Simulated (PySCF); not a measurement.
Species: C₆H₇NO.
SMILES: `NC1=CC=C(O)C=C1`

Torsions of this conformer, `[NH2:1][c:2]1[cH:3][cH:4][c:5]([OH:6])[cH:7][cH:8]1`: H–N1–C2–C3 -156°, H–N1–C2–C3 -27°, H–O6–C5–C4 180°.

The closed-shell ground state was solved at several levels (PySCF, density fitting, gas phase, non-relativistic). Isolated species at its PBE0-D3(BJ)/def2-TZVP geometry (one conformer only).

| level | basis functions | total energy (Eh) | HOMO (eV) | LUMO (eV) | gap (eV) | dipole (D) |
| --- | --- | --- | --- | --- | --- | --- |
| wB97X-D/pcSseg-2 | 386 | -362.8398 | -7.27 | 1.50 | 8.77 | 2.03 |
| B97-2/pcSseg-2 | 386 | -362.8354 | -5.31 | -0.25 | 5.06 | 2.01 |
| KT3/pcSseg-2 | 386 | -368.6048 | -4.56 | -1.02 | 3.54 | 1.92 |

Problem. What might PBE0/pcSseg-2 (386 basis functions) give for the same quantities?

Solution. Total energy -362.5483 Eh, HOMO -5.55 eV, LUMO -0.23 eV, gap 5.32 eV, dipole 2.02 D.

Problem. Over all these levels, which gives the widest orbital gap and which the narrowest?

Solution. wB97X-D/pcSseg-2 (range-separated hybrid) has the widest, 8.77 eV, and KT3/pcSseg-2 (GGA) the narrowest, 3.54 eV. From the narrowest to the widest the HOMO moves by -2.71 eV and the LUMO by +2.52 eV.

Problem. In the pcSseg-2 basis, how does the gap go with the fixed share of exact exchange?

Solution. KT3 (0 %) 3.54 eV; B97-2 (21 %) 5.06 eV; PBE0 (25 %) 5.32 eV. Each rise in the share widens the gap here.

Problem. How far do the dipole and the HOMO energy spread over the levels?

Solution. The dipole runs from 1.92 to 2.03 D (mean 2.00 D) and the HOMO from -7.27 to -4.56 eV.

The pairwise dispersion term of wB97X-D wasn't added to the energies; at a given geometry it leaves orbitals and properties as they are.
